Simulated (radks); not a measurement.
Results of a calculation; reference values are marked as such.
Spherical quantum dot in the effective-mass picture: electrons in a parabolic well V = omega^2 r^2 / 2 with omega = 4.3, with a point charge +2 (a donor) at the centre, all in effective atomic units (hartree* = m*/eps^2 hartree, bohr* = eps/m* bohr), one dielectric constant everywhere. Level of theory: non-relativistic Kohn-Sham, PBEsol, spin-polarised, spherical densities (a radial shooting solver with Libxc functionals). Levels are named by radial order and angular momentum (1s, 1p, 1d, 2s, ...), and open shells are averaged over m. Results are scaled to m* = 0.026 and eps = 9.9, for which hartree* = 7.219 meV and bohr* = 20.15 nm.

N = 18, configuration 1s2 1p6 1d(up 5, down 3) 2s2. This is the lowest configuration that the search found. Occupied and some empty levels:

| level | occupation | eigenvalue (meV) | <r> (nm) |
|---|---|---|---|
| 1s up | 1 | 158.19 | 10.97 |
| 1s down | 1 | 158.51 | 10.91 |
| 1p up | 3 | 187.40 | 16.54 |
| 1p down | 3 | 187.95 | 16.52 |
| 2s up | 1 | 205.14 | 17.54 |
| 2s down | 1 | 205.58 | 17.57 |
| 1d up | 5 | 211.63 | 19.77 |
| 1d down | 3 | 212.24 | 19.78 |
| 1f up | 0 | 236.15 | 22.26 |
| 1f down | 0 | 236.74 | 22.28 |
| 2p up | 0 | 236.79 | 20.21 |
| 2p down | 0 | 237.19 | 20.23 |
| 1g up | 0 | 261.42 | 24.37 |
| 1g down | 0 | 261.96 | 24.39 |

Energy (meV): total 2385.81, kinetic 671.12, external 643.43, Hartree 1203.7, exchange-correlation -132.47.
